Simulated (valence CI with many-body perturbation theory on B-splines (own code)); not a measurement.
## Forbidden lines of S9+

Level of theory: valence CI with perturbative core correlation (CI+MBPT): five valence electrons over a frozen Dirac-Fock core [He], a basis of 11 s, 11 p, 10 d, 8 f, 5 g, 2 h functions for each j, with the one-electron correlation potential Σ1 (screened to all orders), the two-electron term Σ2, the three-electron term Σ3, Breit, model QED; selected single and double excitations, second order for the rest, scaled by the run's own slope (own B-spline code, finite nucleus).

No measured levels were compared; by estimate levels of excited configurations hold to 0.05 to 0.15 % of their energy, terms of the ground configuration to about 0.5 %. Among the levels kept, up to 5000 cm⁻¹ of a level comes from second order outside the variational space, and about a tenth of that is noise between levels of different J, which matters for small intervals.

Lines 1 to 21 of 21 in falling wavelength, among levels below 2810100 cm⁻¹, chosen from the decays that carry over 1 % of a level's rate. Wavelengths and rates use the calculated energies, so an error of 300 cm⁻¹ moves a line at 2240 Å by 0.67 % and its rate by three times that or more. Electric multipoles are in the length gauge, E1 and E2 with the static RPA response of the core. Weak lines are less certain than strong ones. Lines between different terms over intervals too small for the method are left out, as are lines whose strength nearly cancels.

Letters in brackets count levels of one name in rising energy.

| λ vac (Å) | Upper | Lower | Type | A (s⁻¹) | Branch % |
| --- | --- | --- | --- | --- | --- |
| 88670 | 2s2 2p3 2D°_5/2 | 2s2 2p3 2D°_3/2 | M1 | 1.50e-02 | 4.0 |
| 2240 | 2s2 2p3 2P°_1/2 | 2s2 2p3 2D°_3/2 | M1 | 5.69e+01 | 28.8 |
| 2206 | 2s2 2p3 2P°_3/2 | 2s2 2p3 2D°_5/2 | M1 | 5.41e+01 | 11.3 |
| 2152 | 2s2 2p3 2P°_3/2 | 2s2 2p3 2D°_3/2 | M1 | 1.01e+02 | 21.2 |
| 1209 | 2s2 2p3 2D°_3/2 | 2s2 2p3 4S°_3/2 | M1 | 1.50e+01 | 99.9 |
| 1192 | 2s2 2p3 2D°_5/2 | 2s2 2p3 4S°_3/2 | M1 | 3.32e-01 | 87.4 |
| 1192 | 2s2 2p3 2D°_5/2 | 2s2 2p3 4S°_3/2 | E2 | 3.27e-02 | 8.6 |
| 785.0 | 2s2 2p3 2P°_1/2 | 2s2 2p3 4S°_3/2 | M1 | 1.40e+02 | 70.8 |
| 774.0 | 2s2 2p3 2P°_3/2 | 2s2 2p3 4S°_3/2 | M1 | 3.22e+02 | 67.3 |
| 47.64 | 2s2 2p2 3p 2S°_1/2 | 2s2 2p3 2D°_5/2 | E2 | 4.48e+07 | 4.5 |
| 47.62 | 2s2 2p2 3p 2S°_1/2 | 2s2 2p3 2D°_3/2 | E2 | 3.91e+07 | 4.0 |
| 46.88 | 2s2 2p2 3p 2D°_3/2 [a] | 2s2 2p3 2D°_5/2 | E2 | 1.80e+07 | 1.1 |
| 46.85 | 2s2 2p2 3p 2D°_3/2 [a] | 2s2 2p3 2D°_3/2 | E2 | 4.66e+07 | 2.9 |
| 46.70 | 2s2 2p2 3p 2D°_5/2 [a] | 2s2 2p3 2D°_5/2 | E2 | 4.73e+07 | 2.4 |
| 45.85 | 2s 2p3 3p 4F_9/2 | 2s 2p4 4P_5/2 | E2 | 4.16e+07 | 1.2 |
| 45.63 | 2s2 2p2 3p 4D°_1/2 | 2s2 2p3 4S°_3/2 | E2 | 3.87e+07 | 3.3 |
| 45.58 | 2s2 2p2 3p 4D°_3/2 | 2s2 2p3 4S°_3/2 | E2 | 3.81e+07 | 2.6 |
| 45.49 | 2s2 2p2 3p 4D°_5/2 | 2s2 2p3 4S°_3/2 | E2 | 3.82e+07 | 2.7 |
| 45.37 | 2s2 2p2 3p 4D°_7/2 | 2s2 2p3 4S°_3/2 | E2 | 3.97e+07 | 3.4 |
| 38.27 | 2s 2p3 3d 2G°_9/2 | 2s2 2p3 2D°_5/2 | E2 | 3.04e+08 | 11.7 |
| 38.25 | 2s 2p3 3d 2G°_7/2 | 2s2 2p3 2D°_3/2 | E2 | 2.75e+08 | 5.8 |
